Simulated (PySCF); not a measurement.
Species: C₅H₉FO.
Numbering: `[CH3:1][C@@H:2]1[CH2:3][C@H:4]([CH2:5][F:6])[O:7]1` (hydrogens: H8, H9, H10 on C1; H11 on C2; H12, H13 on C3; H14 on C4; H15, H16 on C5)

The geometry is computed with GFN2-xTB (gas phase).

**Question.** List the bond lengths, angles and torsions at this level.

**Answer.** 
```tsv
bond	length (bohr)
C1–C2	2.866
C2–C3	2.902
C3–C4	2.897
C4–C5	2.880
C5–F6	2.593
C4–O7	2.697
C2–O7	2.722
C1–H8, C1–H9, C1–H10	2.055
C2–H11	2.072
C3–H12	2.054
C3–H13	2.052
C4–H14	2.073
C5–H15	2.068
C5–H16	2.068
```

Bonds in one row agree within 0.02 bohr and their mean is given. A selection of angles:
```tsv
angle	degrees
C2–C1–H8	109.8
H8–C1–H9	108.5
H8–C1–H10	109.2
C1–C2–C3	116.8
C1–C2–O7	113.4
C1–C2–H11	110.3
C3–C2–O7	91.0
C3–C2–H11	114.0
O7–C2–H11	110.0
C2–C3–C4	84.9
C2–C3–H12	114.5
C2–C3–H13	115.9
C4–C3–H12	114.5
C4–C3–H13	115.4
H12–C3–H13	109.9
C3–C4–C5	117.3
C3–C4–O7	91.6
C3–C4–H14	114.7
C5–C4–O7	111.8
C5–C4–H14	109.0
O7–C4–H14	111.5
C4–C5–F6	110.1
C4–C5–H15	111.7
C4–C5–H16	110.0
F6–C5–H15	107.3
F6–C5–H16	107.6
H15–C5–H16	110.0
C2–O7–C4	92.5
```

Dihedral angles: C1–C2–C3–C4 -118° (anticlinal); C2–C3–C4–C5 117° (anticlinal); C3–C4–C5–F6 81° (synclinal); C3–C4–O7–C2 -1° (synperiplanar); C1–C2–O7–C4 121° (anticlinal).

Of the pairs four or more bonds apart, H12···H15 is among the closest relative to their van der Waals radii: 2.49 Å, 104 % of the sum of Bondi's values. O7 (cyclic ether oxygen) is bent (angle 92.5°). The 4-membered ring C2–C3–C4–O7 has internal angles of 84.9° to 92.5° (sum 360°, against 360° for a flat polygon); it is planar, 0.01 Å rms from its mean plane, widest ring torsion 1°.

Point group: C1 (no symmetry element, even within 0.4 Å). Stationary, but not proved a minimum. The numbers are those of one conformer.
